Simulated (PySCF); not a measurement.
H₃NSZn, SMILES [NH2][Zn][SH].

Geometry optimised at B3LYP-D3(BJ)/def2-TZVP. The values are those of a single conformer.

Computed with PySCF 2.14.0 with TDDFT-CAM-B3LYP/def2-SVPD.

Vertical excitations. Gas-phase values at a fixed geometry. State labels are in the subgroup Cs.

Computed lowest excited states:
| state | symmetry | energy (eV) | λ (nm) | f | main pairs |
|---|---|---|---|---|---|
| S1 | A' | 5.22 | 238 | 0.071 | HOMO→LUMO 89 % |
| S2 | A" | 5.34 | 232 | 0.048 | HOMO−1→LUMO 93 % |
| S3 | A" | 5.94 | 209 | 0.003 | HOMO→LUMO+1 96 % |
| S4 | A" | 6.02 | 206 | 0.003 | HOMO−1→LUMO+2 80 % |
| S5 | A' | 6.38 | 194 | 0.011 | HOMO−1→LUMO+1 77 %, HOMO−2→LUMO 18 % |
| S6 | A' | 6.45 | 192 | 0.024 | HOMO→LUMO+2 89 % |
| S7 | A" | 6.66 | 186 | 0.001 | HOMO−1→LUMO+4 41 %, HOMO−1→LUMO+3 35 %, HOMO−1→LUMO+2 16 % |
| S8 | A' | 7.06 | 176 | 0.080 | HOMO→LUMO+3 68 %, HOMO→LUMO+6 14 % |
| S9 | A' | 7.27 | 171 | 0.359 | HOMO−2→LUMO 58 %, HOMO−1→LUMO+1 10 % |
| S10 | A" | 7.60 | 163 | 0.002 | HOMO−2→LUMO+1 36 %, HOMO−1→LUMO+3 32 %, HOMO−1→LUMO+4 18 %, HOMO−1→LUMO+5 6 % |
| T1 | A' | 4.62 | 268 | 0 | HOMO→LUMO 90 % |
| T2 | A" | 4.99 | 249 | 0 | HOMO−1→LUMO 88 % |
| T3 | A' | 5.68 | 218 | 0 | HOMO→LUMO+2 89 % |
| T4 | A" | 5.69 | 218 | 0 | HOMO−1→LUMO+2 57 %, HOMO−1→LUMO+4 26 %, HOMO−1→LUMO+3 9 % |
Triplets are in the Tamm–Dancoff approximation, which puts them higher than full response would, so one can lie above its singlet here.
